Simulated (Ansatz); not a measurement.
The cluster Hf3Si. Charge 0, multiplicity 1. Geometry B3LYP-D4/def2-SVP, basis def2-TZVP, Ansatz.

```xyz
4

Hf   -1.342   -0.743   -1.677
Hf    1.226    0.784    1.745
Hf    1.102   -0.401   -0.648
Si   -0.987    0.360    0.580
```

| run | HOMO (eV) | LUMO (eV) |
| --- | --- | --- |
| A | -3.86 | -2.33 |
| B | -3.36 | -2.87 |
| C | -3.72 | -2.49 |
| D | -5.43 | -1.05 |
| E | -3.26 | -3.06 |

In the def2 sets Hf takes a core potential; there is no spin–orbit coupling. B3LYP takes the VWN-RPA correlation. No other spin state of charge 0 was run. Another isomer (quintet) lies 1.39 eV lower at PBE0-D4/def2-TZVP; other spin states weren't run for this one.

Task: The runs used B3LYP, PBE, PBE0, r2SCAN, ωB97M-V. Estimate which is which.

Result: A PBE0 (25 % exact exchange); B r2SCAN (0 % exact exchange); C B3LYP (20 % exact exchange); D ωB97M-V (range-separated); E PBE (0 % exact exchange). Exact exchange lowers occupied and raises empty levels; among semilocal functionals meta-GGAs tend to open the gap a little, and such runs are hard to tell apart. The gap grows from 0.19 eV (PBE) to 4.38 eV (ωB97M-V). The restricted singlet is unstable towards broken spin symmetry in Hartree–Fock (as tested in another run); at PBE0-D4/def2-TZVP, r2SCAN-D4/def2-TZVP, B3LYP-D4/def2-TZVP, ωB97M-V/def2-TZVP and others this wasn't settled.
